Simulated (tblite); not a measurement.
Compound: C8H16N2.
Geometry (GFN2-xTB, Å), atoms numbered from 1 in this order:
```
atom  x, y, z in Å
C1     3.6880   -0.7118   -0.5404
C2     2.3871   -0.2908   -1.2245
C3     1.1974   -0.6454   -0.3906
N4     0.4650    0.2853    0.0581
N5    -0.5707    0.1349    0.8793
C6    -1.1550   -1.1519    1.2096
C7    -2.0468   -1.7119    0.1004
C8    -1.4345    1.2700    0.9863
C9    -2.1217    1.8506   -0.2232
C10   -1.0084    2.5975    0.4511
H11    4.5444   -0.4577   -1.1612
H12    3.6966   -1.7860   -0.3643
H13    3.7913   -0.2057    0.4167
H14    2.3144   -0.7960   -2.1929
H15    2.3864    0.7863   -1.3938
H16    1.0565   -1.7118   -0.1937
H17   -0.3408   -1.8475    1.4314
H18   -1.7393   -1.0193    2.1241
H19   -2.8820   -1.0400   -0.0823
H20   -1.4809   -1.8183   -0.8226
H21   -2.4357   -2.6860    0.3862
H22   -1.9893    1.2514    1.9180
H23   -3.1336    2.2130   -0.1215
H24   -1.9044    1.4023   -1.1803
H25   -0.0575    2.6338   -0.0543
H26   -1.2477    3.4775    1.0278
```

Computed with GFN2-xTB (tblite): harmonic, unscaled wavenumbers at the GFN2-xTB geometry, gas phase. The method is semi-empirical: single wavenumbers can be off by several per cent or more. One conformer, not necessarily the lowest.

Harmonic wavenumbers (cm⁻¹): 43.2, 50.2, 81.3, 89.4, 120.5, 144.6, 195.4, 210.9, 277.3, 304.6, 329.7, 384.5, 400.1, 466.0, 506.0, 562.1, 761.7, 801.8, 817.3, 834.9, 843.2, 850.9, 932.7, 957.9, 964.8, 1021.3, 1038.3, 1059.4, 1071.5, 1077.4, 1078.9, 1085.6, 1093.3, 1101.9, 1150.2, 1153.9, 1191.0, 1227.9, 1241.0, 1255.5, 1296.6, 1314.8, 1320.8, 1356.7, 1379.9, 1401.7, 1407.2, 1417.6, 1470.8, 1472.3, 1479.0, 1492.3, 1502.1, 1502.4, 1506.3, 1714.9, 2894.6, 2938.6, 2952.6, 2964.9, 3002.4, 3020.8, 3026.1, 3030.0, 3036.8, 3038.3, 3038.6, 3044.3, 3083.1, 3092.4, 3105.0, 3130.3.

A = 1847, B = 798.5, C = 629.0 MHz; mass 140.131 u (most abundant isotopes); point group C1, symmetry number 1.

What is the zero-point energy?

½Σν̃ = 50106 cm⁻¹ = 599.40 kJ/mol.

Entropy at 500 K, 1 bar (ideal gas, RRHO, classical rotation)?

Translation 181.24, rotation 132.92, vibration 267.99: S = 582.2 J/(mol K).

And Cp and H(500 K) − H(0)?

Cp = 299.46 J/(mol K), of which vibrations give 266.20 (their classical limit is 72 R = 598.6); H(500 K) − H(0) = 84.00 kJ/mol without the zero-point energy, 67.37 from vibrations.

How do the functions run with temperature in this model?

```csv
T (K),S (J/(mol K)),Cp (J/(mol K)),H − H(0) (kJ/mol),G − H(0) (kJ/mol),ln q(vib)
150,355.4,117.2,11.65,-41.65,4.43
250,425.8,164.3,25.65,-80.81,7.87
298.15,457.0,190.6,34.18,-102.07,9.46
400,521.1,248.2,56.55,-151.90,12.78
600,640.7,342.8,116.17,-268.25,19.26
900,798.8,435.8,234.11,-484.83,28.65
```

q(vib) and H(0) count from the zero-point level.

Blend soft modes into free rotors: weight 1/[1 + (100 cm⁻¹/ν̃)⁴] for the oscillator and the rest for a rotor with moment μB/(μ + B), μ = h/(8π²ν), B = 10⁻⁴⁴ kg m². What vibrational entropy results?

244.29 J/(mol K) in place of 267.99, which changes −T·S at 500 K by +11.85 kJ/mol.

What must be added to the electronic energy to get the Gibbs energy at 500 K and 1 bar?

ZPE + [H(500 K) − H(0)] − T·S = 599.40 + 84.00 − 291.08 = 392.32 kJ/mol.

Which modes carry the vibrational entropy at 500 K?

43.2 cm⁻¹: 25.66; 50.2 cm⁻¹: 24.41; 81.3 cm⁻¹: 20.41; 89.4 cm⁻¹: 19.63; 120.5 cm⁻¹: 17.16; 144.6 cm⁻¹: 15.66 J/(mol K); the other 66 give 145.06 together.

Hindered rotation and anharmonicity are outside this model. Other conformers, if any are populated, would add a mixing term that is left out. The structure is chiral; the term R ln 2 for an equal mix with its mirror image is left out.
